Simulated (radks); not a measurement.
Problem. All-electron atom: Pt in [Xe] 4f14 5d8 6s1 6p1 (not the ground configuration). Calculated with a radial shooting solver on a logarithmic mesh with Libxc functionals: scalar-relativistic Kohn-Sham, LDA (Slater exchange, Perdew-Wang correlation), spin-polarised, spherical densities, finite nucleus; open shells are filled with parallel spins first (spin-orbit coupling, left out, can overturn this in heavy ions); Fermi nuclear charge, rms radius 5.427 fm. Some entries of the table are withheld. Estimate them.

orbital,occ.,eigenvalue (hartree),<r^2> (bohr^2)
1s up,1,-2878.855,0.0004067
1s down,1,-2878.854,0.0004067
2s up,1,-505.9703,0.006210
2s down,1,-505.9652,0.006210
2p up,3,-438.8557,0.005204
2p down,3,-438.8513,0.005204
3s up,1,-118.9655,0.04011
3s down,1,-118.9626,0.04011
3p up,3,-99.41105,0.04110
3p down,3,-99.40798,0.04110
3d up,5,-78.12342,0.03403
3d down,5,-78.11935,0.03403
4s up,1,-25.67060,0.1948
4s down,1,-25.66486,0.1948
4p up,3,-19.25240,0.2223
4p down,3,-19.24653,0.2223
4d up,5,-11.44384,0.2538
4d down,5,-11.43691,0.2537
5s up,1,-3.93284,1.015
5s down,1,-3.89797,1.011
4f up,7,-2.76180,0.3251
4f down,7,-2.75211,0.3237
5p up,3,(1),1.372
5p down,3,(2),1.363
5d up,5,-0.38936,(3)
5d down,3,-0.33377,(4)
6s up,1,-0.31808,8.441
6s down,0,-0.25977,8.884
6p up,1,-0.09653,18.76
6p down,0,-0.05579,24.76

Solution. 
(1) 5p up eigenvalue (hartree): -2.24640
(2) 5p down eigenvalue (hartree): -2.20380
(3) 5d up <r^2> (bohr^2): 3.128
(4) 5d down <r^2> (bohr^2): 3.111
